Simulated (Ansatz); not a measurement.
GeH4SSi, SMILES `[SiH2]1[S][GeH2]1`, relaxed with RKS PBE0-D4/def2-TZVP in Ansatz from a PBE-D4/def2-SVP geometry. The force threshold is 0.005 eV/Å; the program also tests the step.

The species carries charge 0 and has multiplicity 1.

Start:

```xyz
7

Si   -0.411    0.378    1.029
S     1.684    0.306    0.493
Ge    0.145   -0.415   -1.076
H    -1.028    1.738    1.188
H    -0.874   -0.566    2.100
H     0.323   -1.919   -1.395
H     0.161    0.478   -2.339
```

```tsv
step	energy (eV)	largest force (eV/Å)	largest move (Å)
1	-75283.4968	0.726	0.000
2	-75283.5246	0.175	0.027
3	-75283.5258	0.020	0.007
4	-75283.5259	0.002	0.002
```

End:

```xyz
7

Si   -0.409    0.374    1.017
S     1.652    0.303    0.488
Ge    0.147   -0.411   -1.066
H    -1.011    1.719    1.179
H    -0.860   -0.558    2.078
H     0.320   -1.900   -1.380
H     0.162    0.473   -2.316
```

Hardware: 2 threads of an Arm Neoverse V1 on a shared host. Wall time 18 s, peak host memory 0.36 GiB.
